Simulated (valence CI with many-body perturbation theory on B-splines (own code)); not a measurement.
# Hg46+: calculated level list

Level of theory: valence CI with perturbative core correlation (CI+MBPT): six valence electrons over a frozen Dirac-Fock core [Ar] 3d10, a basis of 9 s, 9 p, 8 d, 6 f, 3 g, 1 h functions for each j, with the one-electron correlation potential Σ1 (screened to all orders), the two-electron term Σ2, the three-electron term Σ3, Breit, model QED; selected single and double excitations, second order for the rest, scaled by the run's own slope (own B-spline code, finite nucleus).

No measured spectrum was set against this ion. As an estimate, large intervals hold to a few tenths of a per cent, small ones and those within an open d or f shell to about a per cent. Among the levels kept, up to 650 cm⁻¹ of a level comes from second order outside the variational space, and about a tenth of that is noise between levels of different J, which matters for small intervals.

Levels 1 to 39 of 39, with energies above the lowest level, (4s^2 4p1/2^2 4p3/2^2) J=2. "Leading %" is the weight of the configuration and term that name the level; weights of strongly mixed levels are sums over their largest components and can fall short, so below about 35 % the name and the second component can differ from the true leading terms, or belong to a minority configuration. In the jj column 3d3/2^4 stands for four electrons in 3d with j = 3/2.

| No. | Configuration | Term | J | E (× 10³ cm⁻¹) | Leading % | g | Leading jj | Second component |
| --- | --- | --- | --- | --- | --- | --- | --- | --- |
| 1 | 4s2 4p4 | 3P | 2 | 0.00 | 68 | 1.339 | 4s^2 4p1/2^2 4p3/2^2 (99 %) | 31 % 4s2 4p4 1D |
| 2 | 4s2 4p4 | 1S | 0 | 80.16 | 63 |  | 4s^2 4p1/2^2 4p3/2^2 (99 %) | 36 % 4s2 4p4 3P |
| 3 | 4s2 4p4 | 3P | 1 | 1137.8 | 99 | 1.496 | 4s^2 4p1/2 4p3/2^3 (99 %) |  |
| 4 | 4s2 4p4 | 1D | 2 | 1177.8 | 68 | 1.149 | 4s^2 4p1/2 4p3/2^3 (99 %) | 31 % 4s2 4p4 3P |
| 5 | 4s2 4p3 4d | 3D° | 2 | 1411.3 | 31 | 1.048 | 4s^2 4p1/2^2 4p3/2 4d3/2 (98 %) | 20 % 4s2 4p3 4d 3F° |
| 6 | 4s2 4p3 4d | 3P° | 0 | 1438.1 | 61 |  | 4s^2 4p1/2^2 4p3/2 4d3/2 (99 %) | 27 % 4s2 4p3 4d 5D° |
| 7 | 4s2 4p3 4d | 3D° | 1 | 1440.9 | 31 | 1.127 | 4s^2 4p1/2^2 4p3/2 4d3/2 (97 %) | 28 % 4s2 4p3 4d 3P° |
| 8 | 4s2 4p3 4d | 3F° | 3 | 1447.0 | 28 | 1.105 | 4s^2 4p1/2^2 4p3/2 4d3/2 (96 %) | 20 % 4s2 4p3 4d 3G° |
| 9 | 4s2 4p3 4d | 3F° | 4 | 1670.7 | 49 | 1.260 | 4s^2 4p1/2^2 4p3/2 4d5/2 (99 %) | 27 % 4s2 4p3 4d 5D° |
| 10 | 4s2 4p3 4d | 3P° | 2 | 1692.1 | 32 | 1.259 | 4s^2 4p1/2^2 4p3/2 4d5/2 (93 %) | 28 % 4s2 4p3 4d 3D° |
| 11 | 4s2 4p3 4d | 3D° | 3 | 1795.4 | 39 | 1.195 | 4s^2 4p1/2^2 4p3/2 4d5/2 (94 %) | 18 % 4s2 4p3 4d 3F° |
| 12 | 4s2 4p3 4d | 3D° | 1 | 1828.4 | 35 | 1.055 | 4s^2 4p1/2^2 4p3/2 4d5/2 (96 %) | 30 % 4s2 4p3 4d 3P° |
| 13 | 4s 4p5 | 3P° | 2 | 2103.1 | 88 | 1.472 | 4s 4p1/2^2 4p3/2^3 (88 %) |  |
| 14 | 4s 4p5 | 1P° | 1 | 2210.8 | 49 | 1.171 | 4s 4p1/2^2 4p3/2^3 (84 %) | 36 % 4s 4p5 3P° |
| 15 | 4s2 4p4 | 3P | 0 | 2347.3 | 63 |  | 4s^2 4p3/2^4 (98 %) | 36 % 4s2 4p4 1S |
| 16 | 4s2 4p3 4d | 3D° | 1 | 2508.9 | 45 | 0.993 | 4s^2 4p1/2 4p3/2^2 4d3/2 (96 %) | 41 % 4s2 4p3 4d 5D° |
| 17 | 4s2 4p3 4d | 3F° | 2 | 2509.1 | 44 | 1.034 | 4s^2 4p1/2 4p3/2^2 4d3/2 (97 %) | 29 % 4s2 4p3 4d 5D° |
| 18 | 4s2 4p3 4d | 5D° | 0 | 2512.7 | 52 |  | 4s^2 4p1/2 4p3/2^2 4d3/2 (96 %) | 26 % 4s2 4p3 4d 1S° |
| 19 | 4s2 4p3 4d | 3F° | 3 | 2543.4 | 32 | 1.085 | 4s^2 4p1/2 4p3/2^2 4d3/2 (96 %) | 31 % 4s2 4p3 4d 3G° |
| 20 | 4s2 4p3 4d | 3G° | 4 | 2580.7 | 50 | 1.053 | 4s^2 4p1/2 4p3/2^2 4d3/2 (98 %) | 36 % 4s2 4p3 4d 1G° |
| 21 | 4s2 4p3 4d | 3F° | 2 | 2630.2 | 64 | 0.821 | 4s^2 4p1/2 4p3/2^2 4d3/2 (96 %) | 23 % 4s2 4p3 4d 1D° |
| 22 | 4s2 4p3 4d | 3D° | 3 | 2708.3 | 47 | 1.225 | 4s^2 4p1/2 4p3/2^2 4d3/2 (89 %) | 21 % 4s2 4p3 4d 1F° |
| 23 | 4s2 4p3 4d | 3P° | 2 | 2717.7 | 38 | 1.270 | 4s^2 4p1/2 4p3/2^2 4d3/2 (91 %) | 25 % 4s2 4p3 4d 3D° |
| 24 | 4s2 4p3 4d | 3S° | 1 | 2726.7 | 37 | 1.504 | 4s^2 4p1/2 4p3/2^2 4d3/2 (88 %) | 30 % 4s2 4p3 4d 3P° |
| 25 | 4s2 4p3 4d | 3D° | 3 | 2755.9 | 51 | 1.274 | 4s^2 4p1/2 4p3/2^2 4d5/2 (93 %) | 24 % 4s2 4p3 4d 3F° |
| 26 | 4s2 4p3 4d | 5D° | 4 | 2756.8 | 52 | 1.299 | 4s^2 4p1/2 4p3/2^2 4d5/2 (99 %) | 21 % 4s2 4p3 4d 3G° |
| 27 | 4s2 4p3 4d | 3D° | 1 | 2794.4 | 41 | 0.895 | 4s^2 4p1/2 4p3/2^2 4d3/2 (82 %) | 32 % 4s2 4p3 4d 1P° |
| 28 | 4s2 4p3 4d | 3F° | 4 | 2808.9 | 70 | 1.179 | 4s^2 4p1/2 4p3/2^2 4d5/2 (98 %) | 28 % 4s2 4p3 4d 1G° |
| 29 | 4s2 4p3 4d | 3D° | 1 | 2815.8 | 36 | 0.971 | 4s^2 4p1/2 4p3/2^2 4d5/2 (83 %) | 24 % 4s2 4p3 4d 1P° |
| 30 | 4s2 4p3 4d | 1S° | 0 | 2818.5 | 48 |  | 4s^2 4p1/2 4p3/2^2 4d5/2 (92 %) | 44 % 4s2 4p3 4d 3P° |
| 31 | 4s2 4p3 4d | 3G° | 5 | 2823.7 | 99 | 1.195 | 4s^2 4p1/2 4p3/2^2 4d5/2 (99 %) |  |
| 32 | 4s2 4p2 4d2 | 3F | 2 | 2848.4 | 39 | 0.758 | 4s^2 4p1/2^2 4d3/2^2 (97 %) | 24 % 4s2 4p2 4d2 5G |
| 33 | 4s2 4p3 4d | 3D° | 2 | 2894.0 | 44 | 1.279 | 4s^2 4p1/2 4p3/2^2 4d5/2 (98 %) | 39 % 4s2 4p3 4d 3P° |
| 34 | 4s2 4p3 4d | 1F° | 3 | 2924.2 | 36 | 1.121 | 4s^2 4p1/2 4p3/2^2 4d5/2 (99 %) | 32 % 4s2 4p3 4d 3F° |
| 35 | 4s2 4p2 4d2 | 3P | 0 | 2928.4 | 57 |  | 4s^2 4p1/2^2 4d3/2^2 (96 %) | 28 % 4s2 4p2 4d2 5D |
| 36 | 4s2 4p3 4d | 3D° | 2 | 2958.6 | 44 | 1.085 | 4s^2 4p1/2 4p3/2^2 4d5/2 (94 %) | 18 % 4s2 4p3 4d 1D° |
| 37 | 4s2 4p3 4d | 3S° | 1 | 2970.5 | 32 | 1.280 | 4s^2 4p1/2 4p3/2^2 4d5/2 (91 %) | 28 % 4s2 4p3 4d 1P° |
| 38 | 4s2 4p3 4d | 1F° | 3 | 3001.4 | 46 | 1.081 | 4s^2 4p1/2 4p3/2^2 4d5/2 (91 %) | 17 % 4s2 4p3 4d 3D° |
| 39 | 4s2 4p3 4d | 3P° | 2 | 3019.0 | 41 | 1.238 | 4s^2 4p1/2 4p3/2^2 4d5/2 (92 %) | 34 % 4s2 4p3 4d 1D° |

The ionisation energy to 4s2 4p3 2P°_3/2 of the next ion comes out as 2480 eV (NIST: 2478 ± 4 eV (theoretical)). All 39 levels together are meant to be complete up to 3076.9 × 10³ cm⁻¹.
